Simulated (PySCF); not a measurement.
H₄O₄Si, SMILES O[Si](O)(O)O.

Geometry optimised at PBE-D3(BJ)/def2-SVP. The isomer is the one that the SMILES or the coordinates give; other isomers of the formula were not compared. One conformer was computed; it need not be the lowest.

Computed with PySCF 2.14.0 with TDA-CAM-B3LYP/def2-SVPD.

Vertical excitations; the highest root listed may be one member of a degenerate set.  State labels are in the subgroup C2.

**Question.** Give excitation energies, oscillator strengths and character. (An estimate is asked for; the answer gives what the named calculation found.)

**Answer.** 
```
state  symmetry  energy (eV)  λ (nm)      f                                                                main pairs
-----  --------  -----------  ------  -----  ------------------------------------------------------------------------
S1            B         7.85     158  0.015                                                HOMO→LUMO (degenerate set)
S2            B         7.85     158  0.015                                              HOMO−1→LUMO (degenerate set)
S3            A         8.47     146  0.000                    HOMO−3→LUMO 60 %, HOMO−1→LUMO+1 16 %, HOMO→LUMO+2 16 %
S4            A         8.57     145  0.172                                                          HOMO−2→LUMO 70 %
S5            A         9.10     136  0.000  HOMO−1→LUMO+1 26 %, HOMO→LUMO+2 26 %, HOMO−2→LUMO 15 %, HOMO−7→LUMO 11 %
S6            B         9.23     134  0.109                HOMO−4→LUMO, HOMO−1→LUMO+3, HOMO−2→LUMO+2 (degenerate set)
S7            B         9.23     134  0.109                  HOMO−5→LUMO, HOMO→LUMO+3, HOMO−2→LUMO+1 (degenerate set)
S8            A         9.27     134  0.000                    HOMO−6→LUMO 53 %, HOMO→LUMO+1 12 %, HOMO−1→LUMO+2 12 %
S9            A         9.51     130  0.000   HOMO−3→LUMO 28 %, HOMO−1→LUMO+1 22 %, HOMO→LUMO+2 22 %, HOMO→LUMO+1 9 %
S10           B         9.69     128  0.032                       HOMO→LUMO+3 44 %, HOMO−4→LUMO 21 %, HOMO−5→LUMO 9 %
T1            B         7.52     165      0                                              HOMO−1→LUMO (degenerate set)
T2            B         7.52     165      0                                                HOMO→LUMO (degenerate set)
T3            A         8.05     154      0                    HOMO−3→LUMO 53 %, HOMO−1→LUMO+1 17 %, HOMO→LUMO+2 17 %
T4            A         8.06     154      0                    HOMO−2→LUMO 59 %, HOMO→LUMO+2 12 %, HOMO−1→LUMO+1 12 %
```
Triplets are in the Tamm–Dancoff approximation.
